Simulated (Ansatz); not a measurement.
Gas-phase electronic energies from Ansatz, PBE0-D4/def2-TZVP geometries. CCSD(T)/CBS is the MP2 limit (def2-TZVPP, def2-QZVPP) plus CCSD(T) − MP2 in def2-TZVPP, frozen cores. This one scheme is used for every species. For Ge outer-core shells are correlated without core-valence functions, which leaves a few kJ/mol of doubt a bond. Scalar relativity is left out up to krypton. One conformer a species, not always the lowest.

Reaction (redistribution): `NB(S)[SiH2][SiH3]` + `[F][GeH3]` → `NB(F)S` + `[SiH3][SiH2][GeH3]`

`NB(S)[SiH2][SiH3]`:

```xyz
13

N     0.401   -2.043    0.870
B     0.306   -0.658    0.988
S     1.469    0.337    1.959
Si   -1.140    0.350   -0.002
Si   -0.203    1.589   -1.752
H     1.117   -2.599    1.309
H    -0.256   -2.583    0.334
H     2.272   -0.648    2.404
H    -1.881    1.284    0.892
H    -2.129   -0.612   -0.576
H    -1.248    2.290   -2.548
H     0.553    0.688   -2.666
H     0.740    2.605   -1.212
```

`[F][GeH3]`:

```xyz
5

F    -0.745    0.891    1.173
Ge    0.041   -0.049   -0.065
H     0.507   -1.344    0.611
H    -1.015   -0.300   -1.148
H     1.211    0.802   -0.572
```

`NB(F)S`:

Z-matrix (Å, degrees):
```
N
B 1 1.394
H 1 1.003 2 123.7
H 1 1.005 2 121.5 3 180.0
F 2 1.338 1 119.1 3 -180.0
S 2 1.825 1 121.3 3 0.0
H 6 1.341 2 94.7 1 180.0
```

`[SiH3][SiH2][GeH3]`:

Cartesian coordinates in Å:
```
Si -1.273 0.535 1.404
Si 0.515 -0.674 0.509
Ge 0.889 -0.045 -1.756
H -1.525 0.159 2.821
H -2.504 0.269 0.613
H -0.975 1.991 1.342
H 0.222 -2.133 0.572
H 1.750 -0.413 1.301
H 1.206 1.458 -1.844
H -0.369 -0.320 -2.597
H 2.064 -0.827 -2.366
```

```csv
species,CCSD(T)/CBS(def2) energy (Eh)
`NB(S)[SiH2][SiH3]`,-1060.30625
`[F][GeH3]`,-2177.72589
`NB(F)S`,-579.00738
`[SiH3][SiH2][GeH3]`,-2659.06477
```

Q: Work out ΔE.

A: ΔE = (-579.00738) + (-2659.06477) − (-1060.30625) − (-2177.72589) = -0.04001 Eh = -105.0 kJ/mol.

Largest T1 diagnostic among the species: 0.014.

In def2-TZVPP, CCSD(T) changes the Hartree–Fock value by +6.2 kJ/mol (the triples alone add +2.8 kJ/mol) and MP2 by +8.5 kJ/mol. The D4 term adds +4.1 kJ/mol with B3LYP and +2.5 kJ/mol with PBE0; it sums over pairs of atoms, weighted by their polarisabilities, and B3LYP, whose exchange is more repulsive, gets the larger term.

B3LYP here is the variant with VWN-RPA as its local correlation; programs differ in this.
